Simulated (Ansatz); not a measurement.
Relaxation of AlH$_{5}$OSSi (9 atoms, charge 0, multiplicity 1), to a largest force component of 0.02 eV/Å in at most 50 steps.

The calculation used RKS B3LYP-D4/def2-SVP in Ansatz 0.2.0.

```xyz
9
Properties=species:S:1:pos:R:3:forces:R:3
Al -0.419 1.503 -1.230 -0.20 0.39 -0.18
O 0.164 0.129 -0.483 0.28 -0.43 0.06
Si 0.643 -1.206 0.338 -0.51 0.85 0.19
S -0.515 -1.275 2.140 -0.17 -1.07 0.50
H -0.396 1.605 -2.757 0.06 -0.01 -0.75
H -0.979 2.628 -0.350 -0.24 0.50 0.46
H 2.053 -1.015 0.649 0.64 -0.25 0.02
H 0.301 -2.376 -0.453 0.15 -0.72 -0.21
H -0.852 0.007 2.146 -0.01 0.75 -0.08
```

Problem. Where does it end, and by what steps?

Solution. The forces met the threshold. The force dipped under the threshold on the way, but the program's further checks kept it going. After 10 steps the energy has fallen by 0.241 eV; H9 moved furthest, 0.64 Å.

| step | energy less start (eV) | largest force component (eV/Å) | accepted |
| --- | --- | --- | --- |
| 0 | 0.0000 | 1.071 | yes |
| 1 | -0.1311 | 0.778 | yes |
| 2 | -0.1677 | 0.896 | yes |
| 3 | -0.2111 | 0.449 | yes |
| 4 | -0.2346 | 0.125 | yes |
| 5 | -0.2363 | 0.093 | yes |
| 6 | -0.2402 | 0.030 | yes |
| 7 | -0.2407 | 0.013 | yes |
| 8 | -0.2409 | 0.038 | yes |
| 9 | -0.2407 | 0.042 | no |
| 10 | -0.2411 | 0.008 | yes |

```xyz
9
Properties=species:S:1:pos:R:3
Al -0.453 1.532 -1.340
O 0.267 0.120 -0.701
Si 0.572 -1.139 0.316
S -0.857 -1.239 1.933
H -0.457 1.692 -2.909
H -1.034 2.601 -0.334
H 1.950 -0.993 0.858
H 0.408 -2.438 -0.388
H -0.394 -0.136 2.566
```

Run time: 23 s on 2 threads of Intel(R) Xeon(R) Platinum 8375C CPU @ 2.90GHz (Ice Lake), with other jobs on the host, peak memory 0.24 GiB.
